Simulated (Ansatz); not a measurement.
Reaction (ligand exchange at a Zn–C bond): `C[CH2][Zn][F]` + HBr → `[F][Zn][Br]` + `CC`

Calculated with Ansatz (gas phase, PBE0-D4/def2-TZVP geometries, no zero-point term in ΔE). CBS: MP2 limit from def2 TZ/QZ plus the TZ coupled-cluster correction, frozen cores. This one scheme is used for every species. Functionals use def2-TZVPP. HSE06 is defined as in plane-wave codes. For Br, Zn outer-core shells are correlated without core-valence functions, which leaves a few kJ/mol of doubt a bond. Scalar relativity is left out up to krypton. Each species was taken in one conformer, which may not be the lowest.

`C[CH2][Zn][F]`:

```xyz
9

C    -0.571    0.997   -0.098
C     0.599    0.068    0.214
Zn    0.264   -1.806   -0.088
F    -0.038   -3.515   -0.362
H    -1.449    0.769    0.510
H    -0.307    2.042    0.097
H    -0.878    0.934   -1.145
H     1.474    0.337   -0.386
H     0.906    0.174    1.259
```

HBr:

Z-matrix (Å, degrees):
```
Br
H 1 1.420
```

`[F][Zn][Br]`:

Cartesian coordinates in Å:
```
F -0.768 -1.082 1.358
Zn -0.063 -0.089 0.112
Br 0.831 1.171 -1.470
```

`CC`:

Cartesian coordinates in Å:
```
C 0.314 0.681 0.121
C -0.314 -0.681 -0.121
H 1.184 0.608 0.778
H 0.647 1.138 -0.814
H -0.394 1.369 0.589
H -1.184 -0.608 -0.778
H -0.646 -1.138 0.814
H 0.394 -1.369 -0.589
```

| level | ΔE (kJ/mol) | difference from CCSD(T)/CBS |
| --- | --- | --- |
| LDA (SPW92) | -130.5 | 31.9 |
| HSE06-D4 | -155.4 | 7.0 |
| PBE-QIDH | -162.3 | 0.1 |
| BLYP | -143.5 | 18.9 |
| r2SCAN | -153.6 | 8.8 |
| PBE0 | -156.4 | 6.0 |
| HSE06 | -156.7 | 5.7 |
| HF/def2-SVP | -198.5 | -36.1 |
| MP2/def2-SVP | -163.0 | -0.6 |
| CCSD/def2-SVP | -166.1 | -3.7 |
| HF/def2-TZVPP | -203.5 | -41.1 |
| MP2/def2-TZVPP | -149.4 | 13.0 |
| SCS-MP2/def2-TZVPP | -154.4 | 8.0 |
| CCSD/def2-TZVPP | -158.3 | 4.1 |
| MP2/def2-QZVPP | -156.6 | 5.8 |
| MP2/CBS(def2) | -159.5 | 2.9 |
| CCSD(T)/CBS | -162.4 | 0 |

Q: What do rigid-rotor, harmonic-oscillator terms from PBE0-D4/def2-TZVP frequencies (298.15 K, 1 bar) make of the CCSD(T)/CBS value? (Best estimate.)

A: Computed: ΔZPE = +12.5 kJ/mol, ΔH = -151.1 kJ/mol, ΔS = -11 J/(mol·K), ΔG = -147.8 kJ/mol.

Largest T1 diagnostic among the species: 0.015.

From r2SCAN to r2SCAN0 (25 % exact exchange), in def2-TZVPP and without D4, ΔE moves by −10.6 kJ/mol. Leaving LDA and LC-ωPBE aside and taking each functional with its dispersion term where it has one, the values, not all of them listed here, spread over 31.4 kJ/mol, from BHLYP-D4 to PBE-D4. LDA lies +11.0 kJ/mol from PBE without D4. In def2-TZVPP, CCSD(T) changes the Hartree–Fock value by +51.2 kJ/mol (the triples alone add +6.1 kJ/mol) and MP2 by +54.1 kJ/mol.
